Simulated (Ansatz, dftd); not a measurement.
Species: BNH2, charge 0, singlet. BNH2 (SMILES N=B).
B3LYP-D3(BJ)/def2-TZVP minimum from Ansatz (an electronic-structure program):
```xyz
4

B      0.0000     0.0000    -0.6920
N      0.0000     0.0000     0.5409
H      0.0000     0.0000    -1.8589
H      0.0000     0.0000     1.5327
```

Property: atomisation energy (electronic, to ground-state atoms), in kcal/mol. UHF or UKS for unpaired electrons; spin-orbit terms are left out. Cores are frozen in correlated methods. Rows without X2C or -DK are non-relativistic. CBS(X,Y): correlation extrapolated as X^-3, Hartree-Fock from the larger set (Q,5: extrapolated as (X+1)exp(-9√X)). A bracket is a step between two methods taken in the basis named. Functionals run without relativity, which enters their misses. Double hybrids freeze cores in their MP2 part. '+ core + X2C': CCSD(T) terms for core correlation (cc-pwCVTZ) and scalar relativity (cc-pVTZ-DK). Where a partner has so few electrons that a lower coupled-cluster level is exact, that level stands in.

Compared with CCSD(T)/CBS(cc-pVQZ,cc-pV5Z) + [CCSDT(Q) - CCSD(T)]/cc-pVQZ + [CCSDTQ - CCSDT(Q)]/cc-pVDZ + core + X2C (Ansatz): 354.1 kcal/mol.

Costs are rough ratios of core time, to one figure, on one kind of shared machine, summed over the single points of the molecules; atoms, geometries and frequencies are left out. The first row took roughly 0.5 core seconds; short runs hold start-up time.

| level | program | cost relative to the first row |
|---|---|---|
| PBE0-D3(BJ)/def2-TZVPD | Ansatz + dftd3 | 1 |
| CAM-B3LYP-D4/def2-TZVPD | Ansatz + dftd4 | 1 |
| r2SCAN-D4/def2-TZVPD | Ansatz + dftd4 | 2 |
| B2GP-PLYP/def2-TZVPD | Ansatz | 2 |
| CCSD(T)/CBS(cc-pVTZ,cc-pVQZ) + core + X2C | Ansatz | 40 |
| CCSDT(Q)/cc-pVTZ | Ansatz | 100 |
| CCSDT(Q)/cc-pVQZ | Ansatz | 1000 |

Among the rows that cost no more than B2GP-PLYP/def2-TZVPD, which comes nearest?

r2SCAN-D4/def2-TZVPD.
| level | difference (kcal/mol) |
|---|---|
| PBE0-D3(BJ)/def2-TZVPD | 0.5 |
| CAM-B3LYP-D4/def2-TZVPD | 5.7 |
| r2SCAN-D4/def2-TZVPD | -0.2 |
| B2GP-PLYP/def2-TZVPD | -1.9 |
| CCSD(T)/CBS(cc-pVTZ,cc-pVQZ) + core + X2C | 0.1 |
| CCSDT(Q)/cc-pVTZ | -12.8 |
| CCSDT(Q)/cc-pVQZ | -5.8 |
